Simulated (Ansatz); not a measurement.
A nudged elastic band was laid between two geometries of ClGaH4N2 + H2 (10 atoms, charge 0, multiplicity 1).

The calculation used Ansatz 0.2.0, RKS BHLYP-D4/def2-SVP.

```yaml
movable_images: 7
climbing_image: yes
spring: 5.0 eV/Å²
optimiser: quadratic models (default)
start_path: through a guess of the saddle point
force_threshold: 0.03 eV/Å
iteration_limit: 60
end_points: relaxed
```

Image 0:

```xyz
10
Properties=species:S:1:pos:R:3
Ga -0.002 -0.311 -0.197
Cl 0.009 -0.918 1.870
N 1.590 -0.124 -1.006
H 2.461 -0.256 -0.524
H 1.719 0.185 -1.952
N -1.605 -0.066 -0.970
H -2.470 -0.183 -0.474
H -1.744 0.242 -1.915
H 0.111 2.655 1.302
H 0.086 2.056 1.759
```

Image 8:

```xyz
10
Properties=species:S:1:pos:R:3
Ga 0.017 0.803 -0.574
Cl 0.055 -0.033 2.660
N 1.547 0.008 -1.127
H 1.586 -0.894 -1.570
H 2.463 0.323 -0.861
N -1.555 0.066 -1.088
H -1.640 -0.830 -1.536
H -2.452 0.424 -0.814
H 0.052 2.168 0.175
H 0.081 1.247 2.628
```

(1) What changes between the two ends?

(2) Give the energies along the band, and the barrier.

(3) What is the geometry of the highest image?

## Answers

(1) Bonds broken: Ga1–Cl2, H9–H10. Bonds formed: Ga1–H9, Cl2–H10. ClGaH4N2 + H2 becomes ClH + GaH5N2.

(2) The run converged. The highest image is number 5 of 0 to 8, 1.66 eV above the first end and 0.69 eV above the last; the last end lies 0.98 eV above the first. The profile has 3 maxima (images 2, 5, 7) with wells between them (images 3, 6): this band takes more than one step, which may be the mechanism or a detour left from its start path. Neighbouring images differ by up to 1.5 eV, so the band resolves the path poorly. A vibrational analysis at the climbing image gives one clearly imaginary mode, 1045i cm⁻¹: a first-order saddle point. The orbitals stay closed-shell, which can raise the energy where a bond breaks towards radicals; this wasn't checked here.

| image | path coordinate (Å) | energy (eV) | Ga1–Cl2 (Å) | H9–H10 (Å) | Ga1–H9 (Å) |
| --- | --- | --- | --- | --- | --- |
| 0 | 0.00 | 0.00 | 2.15 | 0.75 | 3.33 |
| 1 | 1.29 | 0.12 | 2.16 | 0.75 | 2.99 |
| 2 | 2.59 | 0.13 | 2.16 | 0.75 | 2.90 |
| 3 | 3.88 | 0.00 | 2.15 | 0.75 | 3.30 |
| 4 | 5.17 | 0.15 | 2.17 | 0.76 | 2.51 |
| 5 | 6.47 | 1.66 | 2.58 | 1.07 | 1.71 |
| 6 | 8.26 | 0.98 | 3.40 | 2.67 | 1.56 |
| 7 | 10.06 | 1.18 | 3.08 | 2.80 | 1.57 |
| 8 | 11.85 | 0.98 | 3.34 | 2.62 | 1.56 |

(3) 
```xyz
10
Properties=species:S:1:pos:R:3
Ga 0.015 0.499 -0.271
Cl -0.045 -0.248 2.198
N 1.594 0.229 -1.111
H 1.791 -0.665 -1.530
H 2.436 0.628 -0.731
N -1.647 0.160 -0.888
H -2.388 -0.094 -0.259
H -1.793 -0.228 -1.804
H 0.126 1.859 0.751
H 0.066 1.141 1.538
```

Time of the run: 10 min on 2 threads of Arm Neoverse V1, with other jobs on the host, peak memory 0.26 GiB.
